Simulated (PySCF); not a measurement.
**Correlation energy of Ne³⁺ (neon, charge +3)**

[He] 2s2 2p3, high-spin 4S determinant. Computed with PySCF 2.14 in def2-TZVP, with the non-relativistic Hamiltonian (point nucleus). Frozen: 1s2; 5 electrons correlated.

MP2 pair energies summed by pair of shells (mhartree):

```
 pair  energy  share (%)
2s-2p  -65.75       67.2
2p-2p  -22.86       23.3
2s-2s   -9.30        9.5
```

Total MP2 correlation energy: -97.91 mhartree.

Same-spin part -27.57 and opposite-spin part -70.34 mhartree; SCS-MP2 scales them by 1/3 and 6/5 to -93.60 mhartree.

| level | correlation energy (mhartree) |
| --- | --- |
| CCSD | -111.20 |
| (T) | -0.87 |
| CCSD(T) | -112.07 |

Diagnostics: T1 = 0.0020, D1 = 0.0045, largest double amplitude 0.030.

Problem. Is a single reference adequate?

Solution. Yes: T1 lies below 0.03 and no double amplitude reaches 0.07.
